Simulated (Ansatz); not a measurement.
Isolated molecules relaxed with PBE0-D4/def2-TZVP in Ansatz; ΔE leaves out vibrations. CBS: MP2 limit from def2 TZ/QZ plus the TZ coupled-cluster correction, frozen cores. This one scheme is used for every species. Functionals use def2-TZVPP. One conformer a species, not always the lowest.

`COBO[SiH3]` + SiH₄ → `COB[SiH3]` + `O[SiH3]`  (formal exchange of groups at a B–O bond)

| level | ΔE (kcal/mol) |
| --- | --- |
| BLYP-D4 | 37.7 |
| PBE | 34.2 |
| LC-ωPBE | 36.9 |
| RPA@PBE/def2-TZVPP | 37.8 |
| CCSD/def2-SVP | 43.5 |
| CCSD(T)/def2-SVP | 43.3 |
| SCS-MP2/def2-TZVPP | 39.8 |
| CCSD(T)/def2-TZVPP | 38.5 |

(1) What does CCSD(T)/CBS give? (An estimate is asked.)

Largest T1 diagnostic among the species: 0.014.

Results:

(1) Ansatz gave: +38.0 kcal/mol. The listed levels differ from it by -0.3, -3.8, -1.1, -0.2, 5.5, 5.3, 1.8, 0.5 kcal/mol.

From r2SCAN to r2SCAN0 (25 % exact exchange), in def2-TZVPP and without D4, ΔE moves by +0.8 kcal/mol. Leaving LDA and LC-ωPBE aside and taking each functional with its dispersion term where it has one, the values, not all of them listed here, spread over 6.6 kcal/mol, from revPBE-D4 to BHLYP-D4. LDA lies +2.4 kcal/mol from PBE without D4.

CCSD(T)/CBS has its own doubt, a few kJ/mol and more with outer-core shells, so smaller differences from it don't rank the levels.
